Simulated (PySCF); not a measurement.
2-fluoropyridine, C5H4FN.
Atom-mapped SMILES: `[F:1][c:2]1[cH:3][cH:4][cH:5][cH:6][n:7]1` (hydrogens: H8 on C3; H9 on C4; H10 on C5; H11 on C6)

Method: PBE0-D3(BJ)/def2-SVP geometry optimisation, gas phase in PySCF 2.14.0; density fitting, grid level 2; the optimiser is geomeTRIC in internal coordinates, started from a GFN2-xTB structure.

Step 0: E = -9439.5931 eV
```
atom  x, y, z in Å  |  force x, y, z in eV/Å
F1     -1.9496   -1.7048   -0.0525    0.392   0.446   0.000
C2     -0.8951   -0.8780   -0.0468   -0.252  -0.787   0.008
C3     -1.1160    0.4921   -0.0760    0.074  -0.131   0.004
C4      0.0054    1.3026   -0.0686    0.027  -0.191   0.006
C5      1.2633    0.7153   -0.0314    0.000   0.054  -0.002
C6      1.3458   -0.6668   -0.0049   -0.085   0.039  -0.005
N7      0.2820   -1.4540   -0.0132   -0.609  -0.191  -0.004
H8     -2.1189    0.8858   -0.1024   -0.459   0.161  -0.015
H9     -0.1002    2.3769   -0.0912   -0.053   0.469  -0.008
H10     2.1568    1.3186   -0.0229    0.424   0.259   0.002
H11     2.2978   -1.1785    0.0240    0.542  -0.128   0.014
```

Step 1: E = -9439.6201 eV
```
atom  x, y, z in Å  |  force x, y, z in eV/Å
F1     -1.9580   -1.6862   -0.0522   -0.051  -0.130  -0.001
C2     -0.9005   -0.8918   -0.0467    0.032   0.194   0.002
C3     -1.1188    0.4876   -0.0766   -0.062  -0.018  -0.001
C4      0.0042    1.3024   -0.0682   -0.023   0.087  -0.002
C5      1.2699    0.7153   -0.0315    0.050   0.021   0.001
C6      1.3464   -0.6730   -0.0050    0.047  -0.043   0.003
N7      0.2731   -1.4659   -0.0122    0.032  -0.029   0.000
H8     -2.1371    0.8809   -0.1046    0.041  -0.007   0.001
H9     -0.1069    2.3904   -0.0897    0.005  -0.044   0.000
H10     2.1773    1.3229   -0.0233   -0.021  -0.028  -0.001
H11     2.3219   -1.1734    0.0241   -0.049  -0.003  -0.001
```

**Question.** Estimate the geometry and energy of step 2. (The exact step hangs on the optimiser's Hessian estimate; all steps are aligned on step 1, rigid shifts and turns removed.)

**Answer.** E = -9439.6204 eV, largest force 0.109 eV/Å
```
atom  x, y, z in Å  |  force x, y, z in eV/Å
F1     -1.9503   -1.7005   -0.0528   -0.067   0.063  -0.001
C2     -0.9035   -0.8887   -0.0463    0.086   0.008  -0.002
C3     -1.1203    0.4908   -0.0762   -0.083  -0.071   0.000
C4      0.0041    1.3049   -0.0681    0.029  -0.016   0.001
C5      1.2702    0.7160   -0.0314   -0.001   0.026   0.000
C6      1.3461   -0.6727   -0.0047   -0.030  -0.015   0.000
N7      0.2711   -1.4622   -0.0120    0.068  -0.004   0.002
H8     -2.1367    0.8858   -0.1045    0.000   0.011   0.000
H9     -0.1057    2.3918   -0.0900   -0.001  -0.003  -0.001
H10     2.1781    1.3212   -0.0237    0.001   0.002  -0.001
H11     2.3183   -1.1771    0.0239   -0.002  -0.002   0.000
```

The energy changes by -0.0003 eV. The first-order estimate −F·Δx gives -0.0022 eV and the mean of the old and new forces, exact on a quadratic surface, -0.0002 eV. The step makes an angle of 67° with the force vector and moves no atom by more than 0.016 Å.

The cost below is that of the whole optimisation. The run took 66 s of wall time on one thread of an Intel Xeon Platinum 8259CL at 2.50 GHz, on a shared host, and the process peaked at 0.64 GiB of memory.
